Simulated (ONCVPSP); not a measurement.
## Which change was made? (O, ONCV)

O (Z = 8), optimised norm-conserving Vanderbilt (ONCV), made with ONCVPSP 4.0.1 (PBE, scalar-relativistic). Core [He], reference 2s2 2p2 (charge +2). Waves: 2s: rc 0.95 bohr, ncon 4, nbas 7, qcut 7.3 1/bohr, 2 projectors, debl 3.3 Ha; 2p: rc 1.90 bohr, ncon 3, nbas 7, qcut 6.5 1/bohr, 1 projector. Local part: polynomial inside 0.90 bohr (lpopt 5, dvloc0 -1 Ha). Core correction: Teter function, fcfact 2.5, rcfact 1.2.

Cutoffs, loose and tight: the cutoffs (Ha) at which the residual kinetic energy of the hardest occupied pseudo-wave falls to 1 and 0.1 mHa per electron. They do not see the model core or the augmentation charge, which bear on the density cutoff. Test errors are all-electron minus pseudo excitation energies from the reference, over the configurations 2s2 2p4; 2s2 2p3; 2s2 2p1; 2s2 2p0; variants that change the core or the reference have their own tests.

The base gives: outcome: generated; cutoff, loose: 70 Ha; cutoff, tight: 130 Ha; bound ghosts: none; GHOST(+) flags above zero: none; largest test error (meV): +3728.

(1) After one change the result is: outcome: generated; cutoff, loose: 115 Ha; cutoff, tight: 140 Ha; bound ghosts: none; GHOST(+) flags above zero: none; largest test error (meV): +3755. Which change was it?
A. s: qcut 5.9
B. s: qcut 9.4
C. s: qcut 11.2
D. s: qcut 7.2

Results:

(1) A. The others give: s: qcut 9.4 → outcome: generated; cutoff, loose: 37 Ha; cutoff, tight: 66 Ha; bound ghosts: none; GHOST(+) flags above zero: none; largest test error (meV): +3701 | s: qcut 7.2 → outcome: generated; cutoff, loose: 92 Ha; cutoff, tight: 131 Ha; bound ghosts: none; GHOST(+) flags above zero: none; largest test error (meV): +3728 | s: qcut 11.2 → outcome: generated; cutoff, loose: 44 Ha; cutoff, tight: 53 Ha; bound ghosts: none; GHOST(+) flags above zero: none; largest test error (meV): +3701.
